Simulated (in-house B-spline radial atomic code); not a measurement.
Results of a calculation; reference values are marked as such.
**Making a Troullier-Martins p channel for Sc, r_c = 1.1 bohr**

Sc, [Ar] 3d1 4s2, non-relativistic PBE, spherical and spin-unpolarised, from an all-electron radial atomic-structure program (B-spline basis) (atomic units). The all-electron 3p level is ε = -1.235018 hartree, its outermost node lies just inside 0.40 bohr and its outer maximum at 0.97 bohr.

Inside r_c the pseudo-orbital is u(r) = r^2 exp(p(r)), with p = c0 + c2 r² + c4 r⁴ + … + c12 r¹². The seven coefficients follow from p and its first four derivatives at r_c, from zero curvature of the screened potential at the origin, c4 = −c2²/(2l + 5), and from the norm inside r_c. At r_c the all-electron orbital has P = 0.968019, P' = -0.3876722, the screened potential V = -3.224936, V' = 6.297631, V'' = -16.3643, and the norm inside is Q = 0.4924719.

Task: What are p, p' and p'' at r_c?

Result: p = ln(P/r_c^2) = ln(0.968019/1.21) = -0.22312. p' = P'/P − 2/r_c = -0.40048 − 1.81818 = -2.21866. The radial equation gives p'' = 2(V − ε) − 2(2) p'/r_c − p'² = -3.97984 − (-8.06786) − 4.92246 = -0.83444. Differentiating, p''' = 2V' + 2(2)p'/r_c² − 2(2)p''/r_c − 2p'p'' = 4.5925, and p'''' = 2V'' − 4(2)p'/r_c³ + 4(2)p''/r_c² − 2(2)p'''/r_c − 2p''² − 2p'p''' = -22.624.

For a trial c2 the five matching conditions are linear in c0, c6, c8, c10 and c12, and c2 is varied until the norm inside r_c equals Q. The root nearest zero gives:

| n | c_n |
| --- | --- |
| 0 | 0.9237054 |
| 2 | -0.6729845 |
| 4 | -0.06470115 |
| 6 | -0.8661327 |
| 8 | 1.116092 |
| 10 | -0.5366401 |
| 12 | 0.09434042 |

Task: Check c4 and p(r_c), and find the screened pseudopotential at the origin.

Result: −c2²/7 = -0.0647012, as listed. The terms c_n r_c^n are 0.92371, -0.81431, -0.09473, -1.53441, 2.39244, -1.39191, 0.29608, which sum to -0.22312. Inverting the radial equation, V_l(r) = ε + 2 p'/r + (p'' + p'²)/2, so V_l(0) = ε + (2l + 3) c2 = -1.235018 + 5 × (-0.672984) = -4.5999 hartree, finite where the all-electron potential diverges.

Orbitals and screened potentials:

| r (bohr) | P | u | V all-electron | V pseudo |
| --- | --- | --- | --- | --- |
| 0.11 | -0.3908 | 0.03023 | -136.4 | -4.603 |
| 0.275 | -0.3744 | 0.1809 | -37.93 | -4.709 |
| 0.44 | 0.1575 | 0.4249 | -17.86 | -5.115 |
| 0.605 | 0.6297 | 0.6962 | -10.12 | -5.642 |
| 0.77 | 0.9006 | 0.9061 | -6.614 | -5.571 |
| 0.935 | 0.9929 | 0.9928 | -4.53 | -4.5 |
| 1.1 | 0.968 | 0.968 | -3.225 | -3.225 |

Logarithmic derivatives P'/P at R = 1.4 bohr, for energies E around ε:

| E − ε (hartree) | all-electron | pseudo |
| --- | --- | --- |
| -0.5 | 0.0258178 | 0.0248517 |
| -0.25 | -0.386579 | -0.386871 |
| -0.1 | -0.681705 | -0.681713 |
| 0 | -0.904456 | -0.90439 |
| 0.1 | -1.15281 | -1.15283 |
| 0.25 | -1.58571 | -1.58635 |
| 0.5 | -2.54093 | -2.54549 |

Task: With P(R) = 0.7879326 and a norm of 0.7287391 inside R, what slope in energy does norm conservation fix?

Result: d(P'/P)/dE = −2 × (norm inside R)/P(R)² = -2.3476 per hartree·bohr at E = ε, for both atoms, since orbital and norm agree at R. Differences over ±0.1 hartree give -2.3555 (all-electron) and -2.3556 (pseudo), which also hold third-order terms. Half a hartree below ε the two curves differ by -0.0010.
